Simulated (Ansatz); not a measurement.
`C[Si](F)(F)[GeH3]` + `O=C=[N][Ge]([F])([F])[F]` → `C[Si](F)(F)N=C=O` + `[F][Ge]([F])([F])[GeH3]`  (redistribution)

Program: Ansatz. Geometries: PBE0-D4/def2-TZVP. ΔE: electronic, gas phase. CCSD(T)/CBS adds triple-zeta CCSD(T) − MP2 to the extrapolated MP2 energy (def2 sets, frozen cores). Functionals use def2-TZVPP. B3LYP here is the variant with VWN-RPA as its local correlation; programs differ in this. For Ge outer-core shells are correlated without core-valence functions, which leaves a few kJ/mol of doubt a bond. Scalar relativity is left out up to krypton. Each species was taken in one conformer, which may not be the lowest.

`C[Si](F)(F)[GeH3]`:

```xyz
11

C     1.504    0.720    0.614
Si   -0.034   -0.293    0.741
F     0.365   -1.778    1.172
F    -0.932    0.284    1.929
Ge   -1.373   -0.415   -1.222
H     2.164    0.324   -0.162
H     2.043    0.710    1.565
H     1.263    1.756    0.364
H    -0.560   -1.022   -2.377
H    -2.618   -1.281   -0.983
H    -1.822    0.995   -1.641
```

`O=C=[N][Ge]([F])([F])[F]`:

```xyz
7

O    -1.580   -2.249   -1.061
C    -1.126   -1.402   -0.419
N    -0.713   -0.540    0.319
Ge    0.537    0.721    0.288
F     0.510    1.565    1.756
F     0.280    1.838   -0.967
F     2.092    0.067    0.084
```

`C[Si](F)(F)N=C=O`:

```xyz
10

C    -0.933    0.479   -1.246
Si   -0.318    0.342    0.472
F     0.079    1.763    1.046
F    -1.440   -0.232    1.431
N     1.035   -0.666    0.583
C     1.936   -1.292    1.058
O     2.822   -1.915    1.475
H    -0.157    0.888   -1.897
H    -1.804    1.136   -1.292
H    -1.220   -0.503   -1.628
```

`[F][Ge]([F])([F])[GeH3]`:

Z-matrix (Å, degrees):
```
Ge
F 1 1.720
F 1 1.720 2 104.8
F 1 1.720 2 104.8 3 -110.0
Ge 1 2.419 2 113.8 3 125.0
H 5 1.529 1 107.1 2 -60.0
H 5 1.529 1 107.1 2 60.0
H 5 1.529 1 107.1 2 180.0
```

```tsv
level	ΔE (kJ/mol)	difference from CCSD(T)/CBS
r2SCAN-D4	-112.3	-3.2
ωB97X-V	-107.7	1.4
ωB97M-V	-113.7	-4.6
PBE	-111.7	-2.6
r2SCAN	-112.5	-3.4
PBE0	-110.3	-1.2
B3LYP	-119.7	-10.6
HF/def2-TZVPP	-108.3	0.8
MP2/def2-TZVPP	-104.9	4.2
SCS-MP2/def2-TZVPP	-103.8	5.3
CCSD(T)/def2-TZVPP	-101.4	7.7
HF/def2-QZVPP	-109.7	-0.6
MP2/def2-QZVPP	-109.8	-0.7
SCS-MP2/def2-QZVPP	-108.0	1.1
HF/CBS(def2)	-109.9	-0.8
MP2/CBS(def2)	-112.6	-3.5
CCSD(T)/CBS	-109.1	0
```

Largest T1 diagnostic among the species: 0.014.

In def2-TZVPP, CCSD(T) changes the Hartree–Fock value by +6.9 kJ/mol (the triples alone add +1.6 kJ/mol) and MP2 by +3.4 kJ/mol.
